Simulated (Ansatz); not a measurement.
**Abstraction of H: GaH2F + C2H3Si → GaHF + C2H4Si**

Species: GaH2F `[F][GaH2]`, singlet; C2H3Si `C#C[SiH2]`, doublet; GaHF `[F][GaH]`, doublet; C2H4Si (ethynylsilane) `C#C[SiH3]`, singlet. A radical takes H: the energy is the difference in strength between the Ga–H bond broken and the Si–H bond made.

Shapes, held fixed at every level: PBE0-D4/def2-TZVP. Programs: Ansatz 0.2.0. The zero-point and thermal change to 298 K, harmonic and unscaled (PBE0-D4/def2-TZVP), is +3.0 kJ/mol.

```
                level                    kind  ΔH(298 K) (kJ/mol)  less CCSD(T)/def2-TZVPP
         MP2/def2-SVP     perturbation theory               -55.1                    -13.8
       MP2/def2-TZVPP     perturbation theory               -57.9                    -16.6
        HF/def2-TZVPP            Hartree–Fock               -45.6                     -4.3
   PBE0-D4/def2-TZVPP           global hybrid               -40.8                     +0.5
r2SCAN0-D4/def2-TZVPP           global hybrid               -39.3                     +2.0
   wB97X-V/def2-TZVPP  range-separated hybrid               -44.9                     -3.6
   CCSD(T)/def2-TZVPP   coupled cluster or CI               -41.3                      0.0
```

The highest level, CCSD(T)/def2-TZVPP, gives ΔH(298 K) = -41.3 kJ/mol; the levels span -57.9 to -39.3. The column of differences is taken from that level and isn't an error. No measured value is set beside it here. Spin contamination: C2H3Si (⟨S²⟩ up to 0.85). Open shells run unrestricted. Relativity is left out for Ga. Outer-core shells of Ga are correlated in most correlated rows, in sets that cover them unevenly.
